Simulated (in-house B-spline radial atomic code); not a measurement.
A radial electron density 4πr²n(r) was computed for an atom or ion in its tabulated ground configuration with an all-electron radial atomic-structure program (B-spline basis); method: Dirac-Kohn-Sham LDA exchange-only, spherical fractional occupations. Columns: r (bohr), 4πr²n(r) (electrons per bohr), bar.

```
 0.00197    1.389 #
 0.00241    1.993 ##
 0.00294    2.825 ###
  0.0036    3.999 ####
  0.0044    5.588 #####
 0.00538    7.718 #######
 0.00658    10.51 #########
 0.00805    14.06 #############
 0.00984    18.38 ################
   0.012    23.33 #####################
  0.0147    28.83 ##########################
   0.018    34.23 ##############################
   0.022    38.74 ##################################
  0.0269    41.58 #####################################
  0.0329    42.08 #####################################
  0.0402    40.24 ####################################
  0.0492    37.08 #################################
  0.0602    34.66 ###############################
  0.0736    35.23 ###############################
    0.09    39.56 ###################################
    0.11    45.73 #########################################
   0.135    49.48 ############################################
   0.165    46.86 ##########################################
   0.201     38.6 ##################################
   0.246    29.64 ##########################
   0.301     26.3 #######################
   0.368    29.21 ##########################
    0.45    32.66 #############################
    0.55    30.73 ###########################
   0.673    23.05 ####################
   0.823    14.07 #############
    1.01    7.683 #######
    1.23    4.859 ####
    1.51    3.795 ###
    1.84    3.061 ###
    2.25    2.097 ##
    2.75    1.141 #
    3.37   0.4695 
    4.12    0.144 
    5.03  0.03143 
    6.16  0.00438 
    7.53 0.0003727
```

Q: Which atom or ion is it?
A. Se+
B. Se2+
C. Br+
D. Rb2+

A: A. The area under the curve, ∫4πr²n dr = ∫r·4πr²n d(ln r) on this logarithmic grid, is 33 electrons, which only this option has. The configuration is [Ar] 3d10 4s2 4p3.
